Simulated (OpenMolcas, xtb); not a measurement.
**CHCuO (Cu(CO)H): methods side by side**

The species is CHCuO (4 atoms), meant as a singlet with charge 0. As SMILES, `[H][Cu]<-[C-]#[O+]`. The shape comes from GFN2-xTB, which is rough for such elements, and wasn't checked as a minimum.

Quantity: the HOMO–LUMO gap, in eV. The values are calculated.

```json
{"level": "GFN2-xTB", "kind": "semi-empirical", "program": "xtb", "value (eV)": "1.52", "CPU time": "under 2 s"}
{"level": "GFN0-xTB", "kind": "semi-empirical", "program": "xtb", "value (eV)": "3.66", "CPU time": "under 2 s"}
{"level": "GFN1-xTB", "kind": "semi-empirical", "program": "xtb", "value (eV)": "2.03", "CPU time": "under 2 s"}
{"level": "TPSS/6-31G* (spherical functions)", "kind": "meta-GGA", "program": "OpenMolcas", "value (eV)": "2.79", "CPU time": "20 s"}
{"level": "B3LYP/6-31G* (spherical functions)", "kind": "global hybrid", "program": "OpenMolcas", "value (eV)": "4.53", "CPU time": "15 s"}
{"level": "B3LYP/6-31G* (Cartesian functions)", "kind": "global hybrid", "program": "OpenMolcas", "value (eV)": "4.52", "CPU time": "15 s"}
{"level": "B2PLYP/6-31G* (spherical functions)", "kind": "double hybrid", "program": "OpenMolcas", "value (eV)": "6.93", "CPU time": "10 s"}
```

The values span 1.52 to 6.93 eV. Orbital gaps aren't excitation energies, and those of double hybrids come from the SCF part alone; they tend to grow with the share of exact exchange. Times are those of the runs behind each value, whatever else they computed, on shared processors of several kinds: orders of magnitude only.
